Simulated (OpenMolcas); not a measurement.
## Fe3+: moving the ligands

Fe3+ with 6 ligands (fluoride) in octahedral coordination (Oh) at 1.96 Å. A charge of +0.5 e stands 3.2 Å behind each ligand. Ligand basis ANO-RCC-VDZP.

| Quantity | Value |
| --- | --- |
| Program | OpenMolcas 26.06 |
| Method | CASSCF |
| Basis | ANO-RCC-VTZP [6s5p3d2f1g] |
| Scalar Hamiltonian | DKH2, point nucleus |
| Active space | 5 electrons in 5 orbitals (3d) |
| State averaging | 2S+1 = 6 even, 1 root; 2S+1 = 4 even, 24 roots; 2S+1 = 2 even, 75 roots |
| Spin-orbit coupling | state interaction with AMFI integrals over the reference wave functions |

Runs around this geometry, states (labels of O, the rotations of Oh). Energies in cm-1 above the lowest state or level, χT in cm3 K/mol; 10Dq and B are least-squares fits to the states below 45000 cm-1, weighted by degeneracy, with a free offset, and given where the rms deviation is under 5 % of |10Dq| (or 100 cm-1) and under 700 cm-1.

| R (Å) | Ground state | 10Dq | B (rms of fit) | First gap with spin-orbit (degeneracies) | χT at 300 K | First state of another spin |
| --- | --- | --- | --- | --- | --- | --- |
| 1.86 | 6A1 | 13215 | 1220 (120) | 24555 (6, 2) | 4.385 | 4T1 24676 |
| 1.96 | 6A1 | 9930 | 1237 (119) | 27913 (6, 2) | 4.385 | 4T1 28006 |
| 2.02 | 6A1 | 8570 | 1233 (108) | 29428 (6, 2) | 4.385 | 4T1 29512 |

Taking |10Dq| as R^-n, n = -ln(8570 / 13215) / ln(2.02 / 1.86) = 5.2 between the shortest and longest distance. The point-charge formula for a cubic d site gives n = 5.

Without dynamic correlation the repulsion within the d shell is too large (B by tens of per cent), so at a given field states of lower spin stand too high. Ligand-to-metal charge-transfer states are missing. With no ligand orbital active B as a rule stays too high, so bands that hang on it stand too high and its fall with covalency is understated. With metal d orbitals alone and no dynamic correlation the field as a rule comes out too small, by tens of per cent, by up to half for chloride and softer ligands. No measured value stands beside these numbers; the geometry was imposed, not optimised, and the real ion may take another.
